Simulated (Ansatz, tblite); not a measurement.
Cost and result up the ladder for Cu3H (4 atoms). Charge 0, multiplicity 1. Geometry: PBE-D4/def2-TZVP.

```xyz
4

Cu    0.4929   -0.0224    0.5131
Cu   -0.4699   -0.2063   -1.6755
Cu   -1.8802    0.4624    0.0057
H     1.8572   -0.2337    1.1567
```

Ansatz on 4 threads of Arm Neoverse V2 on a shared host; xTB runs through tblite on one thread. Times are rough, summed over both states, and most runs start from the orbitals of an earlier one. PBE0-D4/def2-TZVP serves as the yardstick here, not as an exact answer. The other state is a doublet.

The xTB rows come from tblite. The structure comes from a short search, and lower isomers may exist.

Raw xTB energies of ions are shifted by several eV.

| level | functions | wall time | vertical IE (eV) | difference from PBE0-D4/def2-TZVP (eV) |
| --- | --- | --- | --- | --- |
| GFN2-xTB | 28 | 0.005 s | 12.15 | 4.58 |
| GFN1-xTB | 29 | 0.007 s | 13.84 | 6.27 |
| PBE-D4/def2-TZVP | 141 | 5.9 s | 7.76 | 0.19 |
| PBE0-D4/def2-TZVP (with forces) | 141 | 11 s | 7.57 | 0.00 |
| r2SCAN-D4/def2-TZVP | 141 | 13 s | 7.63 | 0.06 |
